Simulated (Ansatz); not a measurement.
System: LiCl, charge 0, singlet. LiCl (SMILES [Li][Cl]).
B3LYP-D3(BJ)/def2-TZVP minimum from Ansatz (an electronic-structure program):
```xyz
2

Li     0.0000     0.0000    -1.7146
Cl     0.0000     0.0000     0.3026
```

Property: atomisation energy (electronic, to ground-state atoms), in kcal/mol. Radicals and triplets start from unrestricted determinants; spin-orbit coupling is neglected. Correlated methods leave the cores frozen. No relativity. CBS(X,Y): correlation extrapolated as X^-3, Hartree-Fock from the larger set. A bracket is a step between two methods taken in the basis named. Full CI freezes restricted core orbitals, also for open shells; the composite that ends in it estimates full CI at the basis-set limit. Where a partner has so few electrons that a lower coupled-cluster level is exact, that level stands in.

CCSD(T)/CBS(def2-TZVPP,def2-QZVPP) + [CCSDT(Q) - CCSD(T)]/def2-QZVPP + [FCI - CCSDT(Q)]/def2-SVP (Ansatz) gives 113.7 kcal/mol.

### Question
What does PBE/def2-TZVPD (Ansatz) give here, and how do the other levels compare?

### Answer
PBE gives 109.3 kcal/mol, 4.4 kcal/mol below it. Differences of the others: r2SCAN/def2-TZVPD (Ansatz) -2.9; B3LYP/def2-TZVPD (Ansatz) -4.8; PBE0/def2-TZVPD (Ansatz) -5.5; wB97M-V/def2-TZVPD (Ansatz) 0.1; CCSD(T)/CBS(def2-TZVPP,def2-QZVPP) (Ansatz) 0.0 kcal/mol. Nearer than PBE: r2SCAN/def2-TZVPD, wB97M-V/def2-TZVPD, CCSD(T)/CBS(def2-TZVPP,def2-QZVPP).
